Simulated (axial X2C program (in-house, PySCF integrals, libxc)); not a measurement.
# Spin–orbit effects down a group: molecules with F (ions), HF

All values come from calculations with an in-house all-electron X2C program for linear molecules (integrals from PySCF), spin-free (one-electron X2C) or two-component (2c: spin–orbit coupling with atomic mean-field Coulomb and Gaunt terms, which also bring small scalar terms), in Dyall basis sets with cores contracted in-house; open shells are unrestricted.

Basis sets: C dyall-av3z, F dyall-av3z, Ge dyall-acv3z, Pb dyall-acv3z, Si dyall-av3z, Sn dyall-acv3z.

| molecule | spin-free state | Re (Å) | ωe (cm⁻¹) | De (eV) | 2c state | Re 2c (Å) | ωe 2c (cm⁻¹) | De 2c (eV) |
| --- | --- | --- | --- | --- | --- | --- | --- | --- |
| CF⁻ | M_S = 1, Λ = 0 | 1.427 | 822.9 | 2.15 | Ω = 1 | 1.427 | 822.9 | 2.15 |
| SiF⁻ | M_S = 1, Λ = 0 | 1.672 | 703.8 | 3.44 | Ω = 1 | 1.672 | 703.9 | 3.44 |
| GeF⁻ | M_S = 1, Λ = 0 | 1.819 | 532.0 | 2.82 | Ω = 1 | 1.819 | 531.6 | n/a |
| SnF⁻ | ? | ? | ? | ? | ? | ? | ? | ? |
| PbF⁻ | M_S = 1, Λ = 0 | 2.137 | 407.1 | 2.33 | Ω = 0 | 2.188 | 348.2 | 1.37 |

(1) Estimate the 2c Re and ωe of SnF⁻ as the mean of its neighbours in the table.

Fragments in 2c: F- + C, Si + F-, Ge + F-, Sn + F-, Pb + F-. Each entry is the lowest single determinant of a limited PBE0 search at one distance. De goes to single-determinant-based atoms at the same level (for ions the charge split of lowest energy) and is withheld (n/a) where an atom does not fit its ground term or J level. Main or longest-lived isotopes. One determinant is a doubtful description, or other states lie close, for CF⁻, SiF⁻, GeF⁻, SnF⁻, PbF⁻; these need not be ground states, and all values refer to the states named. Some open-shell Ω = 0 determinants are out of reach, so the Ω given for CF⁻, SiF⁻, GeF⁻, SnF⁻ need not be the lowest component. With several unpaired electrons the Ω given is that of one determinant, not necessarily of the lowest component. Some light 2c atoms are not at their ground J level, so De misses part of their lowering (0.04 eV or less).

## Answers

(1) Re ≈ 2.003 Å, ωe ≈ 439.9 cm⁻¹. The HF runs give the row below, so the estimate misses by -0.009 Å and -38.8 cm⁻¹.

| molecule | spin-free state | Re (Å) | ωe (cm⁻¹) | De (eV) | 2c state | Re 2c (Å) | ωe 2c (cm⁻¹) | De 2c (eV) |
| --- | --- | --- | --- | --- | --- | --- | --- | --- |
| SnF⁻ | M_S = 1, Λ = 0 | 2.011 | 480.2 | 2.78 | Ω = 1 | 2.012 | 478.7 | n/a |
